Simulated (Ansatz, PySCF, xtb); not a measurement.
Energy difference 2 R1 → P1, each structure at its B3LYP-D3(BJ)/def2-TZVP stationary point, reached from a drawn start (curvature not checked).
R1: OSi (SMILES [O+]#[Si-]), charge 0, multiplicity 1.
P1, O2Si2 (charge 0, multiplicity 1):
```xyz
4

Si     1.230     0.000     0.000
Si    -1.230     0.000     0.000
O      0.000     1.173     0.000
O      0.000    -1.173     0.000
```

```csv
level,reaction energy (kJ/mol)
GFN1-xTB,-125.7
GFN2-xTB,-69.0
HF/cc-pV(D+d)Z,-243.1
SVWN5/def2-TZVPP,-273.6
PBE/def2-TZVPP,-216.0
PBE-D3(BJ)/def2-TZVPP,-222.4
PBE-D4/def2-TZVPP,-224.2
BLYP/def2-TZVPP,-175.8
BLYP-D4/def2-TZVPP,-194.0
revPBE/def2-TZVPP,-192.6
revPBE-D3(BJ)/def2-TZVPP,-207.7
revPBE-D4/def2-TZVPP,-215.2
r2SCAN/def2-TZVPP,-238.7
r2SCAN-D4/def2-TZVPP,-240.3
B97M-V/def2-TZVPP,-243.1
B3LYP/def2-TZVPP,-213.0
B3LYP-D3(BJ)/def2-TZVPP,-226.4
B3LYP-D4/def2-TZVPP,-226.7
PBE0/def2-TZVPP,-251.0
PBE0-D4/def2-TZVPP,-257.8
BHLYP/def2-TZVPP,-253.9
M06-2X/def2-TZVPP,-263.5
CAM-B3LYP/def2-TZVPP,-235.4
CAM-B3LYP-D3(BJ)/def2-TZVPP,-241.7
CAM-B3LYP-D4/def2-TZVPP,-242.4
wB97X-V/def2-TZVPP,-251.1
wB97M-V/def2-TZVPP,-244.0
B2PLYP/def2-TZVPP,-209.8
B2PLYP-D3(BJ)/def2-TZVPP,-217.1
B2PLYP-D4/def2-TZVPP,-215.3
MP2/cc-pV(D+d)Z,-165.9
MP2/cc-pV(T+d)Z,-210.5
MP2/cc-pV(Q+d)Z,-218.9
SCS-MP2/cc-pV(D+d)Z,-166.2
SCS-MP2/cc-pV(Q+d)Z,-216.5
CCSD/cc-pV(D+d)Z,-184.3
CCSD/cc-pV(Q+d)Z,-245.1
CCSD(T)/cc-pV(D+d)Z,-170.5
CCSD(T)/cc-pV(T+d)Z,-219.9
CCSD(T)/cc-pV(Q+d)Z,-232.4
```

P less R. No zero-point or thermal terms.

Correlated levels freeze the cores.

Codes used: Ansatz (an electronic-structure program); PySCF for M06-2X and the D3/D4 terms; xtb for the GFN methods. No computed number here is a measurement.
